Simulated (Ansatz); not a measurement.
CH9NSi3, SMILES `C[Si]N([SiH3])[SiH3]`, relaxed with RKS PBE0-D4/def2-TZVP in the Gaussian-basis code of Ansatz from a PBE-D4/def2-SVP geometry. The force threshold is 0.005 eV/Å; the program also tests the step.

The species carries charge 0 and has multiplicity 1.

Start:

```xyz
14

C     2.183   -1.031   -0.226
Si    1.136   -0.443    1.283
N    -0.319    0.175    0.464
Si   -1.610    0.866    1.485
Si   -0.605    0.166   -1.297
H     2.527   -0.157   -0.826
H     1.642   -1.712   -0.921
H     3.089   -1.560    0.132
H    -2.894    0.104    1.293
H    -1.167    0.770    2.917
H    -1.860    2.304    1.115
H    -1.935    0.825   -1.556
H    -0.654   -1.237   -1.836
H     0.466    0.929   -2.027
```

**Question.** By how much does the energy fall, and how many steps does the optimiser take? (An estimate is asked.)

**Answer.** Ansatz gave: 0.09 eV, in 12 steps.

**Question.** Which bonds change most? (Best estimate.)

**Answer.** Computed: N3–Si5 from 1.784 to 1.749 Å; Si2–N3 from 1.780 to 1.745 Å; N3–Si4 from 1.785 to 1.751 Å; C1–Si2 from 1.929 to 1.903 Å.

**Question.** Give the relaxed structure. (Best estimate.)

**Answer.** Ansatz gave: 
```xyz
14

C     2.146   -1.032   -0.224
Si    1.111   -0.441    1.259
N    -0.311    0.178    0.458
Si   -1.582    0.850    1.457
Si   -0.583    0.189   -1.270
H     2.389   -0.210   -0.908
H     1.627   -1.800   -0.810
H     3.087   -1.461    0.129
H    -2.851    0.104    1.248
H    -1.162    0.747    2.876
H    -1.820    2.274    1.100
H    -1.914    0.807   -1.517
H    -0.590   -1.189   -1.823
H     0.451    0.987   -1.975
```
